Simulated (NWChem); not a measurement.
System: CAgIO; SMILES [O+]#[C-]->[Ag][I]

Excerpt of the output:

```
             Northwest Computational Chemistry Package (NWChem) 7.3.0
             --------------------------------------------------------

 CS  symmetry detected

                             Geometry "geometry" -> ""
                             -------------------------

 Output coordinates in angstroms (scale by  1.889725989 to convert to a.u.)

  No.       Tag          Charge          X              Y              Z
 ---- ---------------- ---------- -------------- -------------- --------------
    1 Ag                  47.0000     0.00293102    -0.86165447     0.00000000
    2 I                   53.0000    -0.00127918     1.70021112     0.00000000
    3 O                    8.0000    -0.00784504    -4.02655549     0.00000000
    4 C                    6.0000    -0.00120015    -2.90016421     0.00000000

 Effective nuclear repulsion energy (a.u.)     748.9189994570

      Symmetry information
      --------------------

 Group name             Cs
 Group number              2
 Group order               2
 No. of unique centers     4

                                 NWChem DFT Module
                                 -----------------

 Summary of "ao basis" -> "ao basis" (spherical)
 ------------------------------------------------------------------------------
       Tag                 Description            Shells   Functions and Types
 ---------------- ------------------------------  ------  ---------------------
 Ag                         def2-svp                11       31   5s3p2d1f
 I                          def2-svp                10       26   4s4p2d
 O                          def2-svp                 6       14   3s2p1d
 C                          def2-svp                 6       14   3s2p1d

      Symmetry analysis of basis
      --------------------------

        a'         59
        a"         26

            General Information
            -------------------
          SCF calculation type: DFT
          Wavefunction type:  closed shell.
          No. of atoms     :     4
          No. of electrons :    58
           Alpha electrons :    29
            Beta electrons :    29
          Charge           :     0
          Spin multiplicity:     1
          Use of symmetry is: on ; symmetry adaption is: on
          Maximum number of iterations: 150
          AO basis - number of functions:    85
                     number of shells:    33
          Convergence on energy requested:  1.00D-06
          Convergence on density requested:  1.00D-05
          Convergence on gradient requested:  5.00D-04

              XC Information
              --------------
                        Slater Exchange Functional  1.000 local
            Perdew 1991 LDA Correlation Functional  1.000 local

             Grid Information
             ----------------
          Grid used for XC integration:  medium
          Radial quadrature: Mura-Knowles
          Angular quadrature: Lebedev.
          Tag              B.-S. Rad. Rad. Pts. Rad. Cut. Ang. Pts.
          ---              ---------- --------- --------- ---------
          Ag                  1.60      123          10.0       590
          I                   1.40      123          12.0       590
          O                   0.60       49          14.0       434
          C                   0.70       49          12.0       434
          Grid pruning is: on
          Number of quadrature shells:   344
          Spatial weights used:  Erf1

      Superposition of Atomic Density Guess
      -------------------------------------

 Sum of atomic energies:        -627.09962427

      Non-variational initial energy
      ------------------------------

 Total energy =    -555.609603
 1-e energy   =   -1350.791831
 2-e energy   =     583.773772
 HOMO         =      -0.352602
 LUMO         =      -0.016258

      Symmetry analysis of molecular orbitals - initial
      -------------------------------------------------

  Numbering of irreducible representations:

     1 a'          2 a"

  Orbital symmetries:

     1 a'          2 a'          3 a'          4 a'          5 a"
     6 a'          7 a'          8 a'          9 a'         10 a"
    11 a'         12 a'         13 a"         14 a'         15 a"
    16 a'         17 a'         18 a'         19 a'         20 a'
    21 a"         22 a'         23 a"         24 a"         25 a'
    26 a'         27 a'         28 a"         29 a'         30 a'
    31 a"         32 a'         33 a'         34 a"         35 a'
    36 a'         37 a'         38 a'         39 a"

     ---------------------------------------------
      Total Density - Mulliken Population Analysis
     ---------------------------------------------

    Atom       Charge   Shell Charges
 -----------   ------   -------------------------------------------------------
    1 Ag  19    19.06  -0.49  1.68  0.81  0.77  0.13  5.98  0.17  0.05  9.27  0.68  0.00
    2 I   25    25.45   1.83  0.22  1.23  0.66  2.92  3.13  2.68  2.76  9.82  0.19
    3 O    8     8.30   1.99  1.14  0.62  2.89  1.65  0.02
    4 C    6     5.19   1.99  1.01  0.46  1.24  0.42  0.07

   convergence    iter        energy       DeltaE   RMS-Dens  Diis-err
 ---------------- ----- ----------------- --------- --------- ---------
 d= 0,ls=0.0,diis     1   -556.2129779846 -7.68D+02  4.53D-02  1.45D+00

 !! scf_movecs_sym_adapt:    2 vectors were symmetry contaminated

  Symmetry fudging
 d= 0,ls=0.0,diis     2   -552.1525963622  4.06D+00  4.24D-02  2.47D+01
 d= 0,ls=0.0,diis     3   -556.0832094523 -3.93D+00  1.15D-02  3.14D+00
 d= 0,ls=0.0,diis     4   -556.3875490412 -3.04D-01  1.05D-02  3.12D-01
 d= 0,ls=0.0,diis     5   -556.3262824849  6.13D-02  9.19D-03  4.40D-01
 d= 0,ls=0.0,diis     6   -556.4155982326 -8.93D-02  2.04D-03  9.99D-03
  Resetting Diis
 d= 0,ls=0.0,diis     7   -556.4164899429 -8.92D-04  1.10D-03  3.37D-03
 d= 0,ls=0.0,diis     8   -556.4172889088 -7.99D-04  2.60D-04  7.03D-05
 d= 0,ls=0.0,diis     9   -556.4172434601  4.54D-05  1.96D-04  4.32D-04
 d= 0,ls=0.0,diis    10   -556.4172957111 -5.23D-05  3.43D-05  2.07D-05
 d= 0,ls=0.0,diis    11   -556.4172974631 -1.75D-06  1.51D-05  1.76D-06
 d= 0,ls=0.0,diis    12   -556.4172977025 -2.39D-07  4.34D-06  8.00D-08

         Total DFT energy =     -556.417297702457
      One electron energy =    -1353.180367682992
           Coulomb energy =      633.949011834662
    Exchange-Corr. energy =      -48.594399003844
 Nuclear repulsion energy =      211.408457149716

 Numeric. integr. density =       57.999995083362

                  Occupations of the irreducible representations
                  ----------------------------------------------

                     irrep           alpha         beta
                     --------     --------     --------
                     a'               21.0         21.0
                     a"                8.0          8.0

                       DFT Final Molecular Orbital Analysis
                       ------------------------------------

 Vector   27  Occ=2.000000D+00  E=-2.620790D-01  Symmetry=a'
              MO Center=  2.1D-04,  7.7D-01, -1.7D-16, r^2= 3.3D+00
   Bfn.  Coefficient  Atom+Function         Bfn.  Coefficient  Atom+Function
  ----- ------------  ---------------      ----- ------------  ---------------
     4      0.511241  1 Ag s                 43     -0.461624  2 I  py
    46     -0.348223  2 I  py                19      0.286829  1 Ag d  2
     2     -0.268472  1 Ag s                 40      0.190691  2 I  py
    17      0.165604  1 Ag d  0              37      0.154079  2 I  py
     1      0.125602  1 Ag s                  3     -0.119344  1 Ag s

 Vector   28  Occ=2.000000D+00  E=-2.194441D-01  Symmetry=a"
              MO Center= -1.0D-03,  1.4D+00, -1.7D-14, r^2= 2.9D+00
   Bfn.  Coefficient  Atom+Function         Bfn.  Coefficient  Atom+Function
  ----- ------------  ---------------      ----- ------------  ---------------
    44      0.582084  2 I  pz                47      0.525460  2 I  pz
    41     -0.239253  2 I  pz                38     -0.192735  2 I  pz
    16     -0.150341  1 Ag d -1              14      0.074608  1 Ag pz
    11      0.072965  1 Ag pz                63     -0.070273  3 O  pz
    77      0.068452  4 C  pz                 8     -0.066472  1 Ag pz

 Vector   29  Occ=2.000000D+00  E=-2.194441D-01  Symmetry=a'
              MO Center= -8.0D-04,  1.4D+00, -1.0D-15, r^2= 2.9D+00
   Bfn.  Coefficient  Atom+Function         Bfn.  Coefficient  Atom+Function
  ----- ------------  ---------------      ----- ------------  ---------------
    42      0.582083  2 I  px                45      0.525459  2 I  px
    39     -0.239253  2 I  px                36     -0.192735  2 I  px
    15     -0.150340  1 Ag d -2              12      0.074607  1 Ag px
     9      0.072965  1 Ag px                61     -0.070273  3 O  px
    75      0.068452  4 C  px                 6     -0.066472  1 Ag px

 Vector   30  Occ=0.000000D+00  E=-1.375527D-01  Symmetry=a'
              MO Center= -1.7D-03, -2.7D+00,  2.2D-16, r^2= 2.8D+00
   Bfn.  Coefficient  Atom+Function         Bfn.  Coefficient  Atom+Function
  ----- ------------  ---------------      ----- ------------  ---------------
    75      0.538138  4 C  px                78      0.466239  4 C  px
    61     -0.404531  3 O  px                64     -0.384468  3 O  px
    15      0.255847  1 Ag d -2              12      0.162357  1 Ag px
    45     -0.136307  2 I  px                 9      0.132642  1 Ag px
    42     -0.115893  2 I  px                 6     -0.109184  1 Ag px

 Vector   31  Occ=0.000000D+00  E=-1.375526D-01  Symmetry=a"
              MO Center= -1.9D-03, -2.7D+00,  7.6D-15, r^2= 2.8D+00
   Bfn.  Coefficient  Atom+Function         Bfn.  Coefficient  Atom+Function
  ----- ------------  ---------------      ----- ------------  ---------------
    77      0.538145  4 C  pz                80      0.466243  4 C  pz
    63     -0.404537  3 O  pz                66     -0.384476  3 O  pz
    16      0.255848  1 Ag d -1              14      0.162363  1 Ag pz
    47     -0.136312  2 I  pz                11      0.132644  1 Ag pz
    44     -0.115895  2 I  pz                 8     -0.109186  1 Ag pz

 Vector   32  Occ=0.000000D+00  E=-5.457379D-02  Symmetry=a'
              MO Center=  1.3D-02, -2.2D-01,  2.4D-16, r^2= 5.5D+00
   Bfn.  Coefficient  Atom+Function         Bfn.  Coefficient  Atom+Function
  ----- ------------  ---------------      ----- ------------  ---------------
     4      0.837403  1 Ag s                  5      0.643725  1 Ag s
    74     -0.591352  4 C  s                 46      0.543248  2 I  py
    35     -0.321623  2 I  s                  2     -0.313264  1 Ag s
    43      0.298182  2 I  py                19     -0.281026  1 Ag d  2
    34     -0.260387  2 I  s                 73     -0.239073  4 C  s

     ---------------------------------------------
      Total Density - Mulliken Population Analysis
     ---------------------------------------------

    Atom       Charge   Shell Charges
 -----------   ------   -------------------------------------------------------
    1 Ag  19    19.05  -0.50  1.73  0.77  0.81  0.08  5.98  0.25  0.15  8.69  1.09  0.00
    2 I   25    25.15   1.83  0.22  1.40  0.48  2.93  3.11  2.60  2.56  9.77  0.25
    3 O    8     7.89   1.99  1.13  0.59  2.81  1.36  0.02
    4 C    6     5.90   1.98  1.06  0.46  1.77  0.56  0.08

     -------------------------------------------
      Total Density - Lowdin Population Analysis
     -------------------------------------------

    Atom       Charge   Shell Charges
 -----------   ------   -------------------------------------------------------
    1 Ag  19    19.35   0.00  0.96  1.00  0.55  0.28  5.62  0.69  0.38  8.36  1.51  0.00
    2 I   25    24.97   1.25  0.74  1.06  0.74  2.77  3.18  2.50  2.72  9.46  0.57
    3 O    8     7.84   1.97  0.92  0.62  2.64  1.66  0.04
    4 C    6     5.83   1.97  0.73  0.48  1.62  0.88  0.16

     Multipole analysis of the density
     ---------------------------------

     L   x y z        total         alpha         beta         nuclear
     -   - - -        -----         -----         ----         -------
     0   0 0 0     -0.000000    -29.000000    -29.000000     58.000000

     1   1 0 0      0.001249      0.044326      0.044326     -0.087402
     1   0 1 0     -1.756163     21.306910     21.306910    -44.369984
     1   0 0 1      0.000000      0.000000      0.000000      0.000000

     2   2 0 0    -42.984416    -21.493467    -21.493467      0.002518
     2   1 1 0     -0.005534     -0.308512     -0.308512      0.611491
     2   1 0 1      0.000000      0.000000      0.000000      0.000000
     2   0 2 0    -38.224478   -495.037575   -495.037575    951.850672
     2   0 1 1     -0.000000     -0.000000     -0.000000      0.000000
     2   0 0 2    -42.984410    -21.492205    -21.492205      0.000000
```

Level: LDA (Slater exchange, PW92)/def2-SVP with def2 effective core potentials on Ag, I. All runs use the structure optimised with PBE0/def2-SVP. def2 effective core potentials on Ag, I; no spin-orbit coupling.

### Question
Which NWChem input produces such a log?

### Answer
Several could match; the one computed here: the input that was run:
```
start job
memory heap 200 mb stack 900 mb global 1100 mb
geometry units angstroms noautoz
  Ag    -0.007748    -0.832723     0.000000
  I      0.018459     1.729012     0.000000
  O     -0.056100    -3.997273     0.000000
  C     -0.036082    -2.871040     0.000000
end
basis spherical
  Ag library def2-svp
  I library def2-svp
  O library def2-svp
  C library def2-svp
end
ecp
  Ag library def2-ecp
  I library def2-ecp
end
dft
  xc slater pw91lda
  iterations 150
  mulliken
end
task dft energy
```
